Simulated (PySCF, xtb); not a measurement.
C₃H₇BF₂O, SMILES C[C@@H](O)B(F)CF.

Geometry optimised at r2SCAN-D4/def2-SVP. The structure was generated by enumeration; whether it is a known compound was not checked. Other conformers were not sampled.

Calculation: C-PCM-M06-2X/def2-SVP (PySCF).

The values are the electrostatic part of the solvation free energy, E(continuum) − E(gas) at the gas-phase geometry, in a cavity of scaled van der Waals radii (PySCF's table); cavitation and dispersion terms are not included. In vacuum the orbital gap is 10.07 eV. The dipole moment in vacuum is 1.15 D.

Computed values in water (ε = 78.36), n-hexane (ε = 1.88), acetonitrile (ε = 35.69):
```csv
solvent,ε,ΔG(elec) (kcal/mol),dipole (D),gap (eV)
water,78.36,-7.3,1.43,10.19
n-hexane,1.88,-3.3,1.27,10.13
acetonitrile,35.69,-7.1,1.42,10.19
```

For comparison, GFN2-xTB/ALPB(water) (xtb, at the GFN2-xTB geometry, all terms of that model) gives -6.4 kcal/mol.
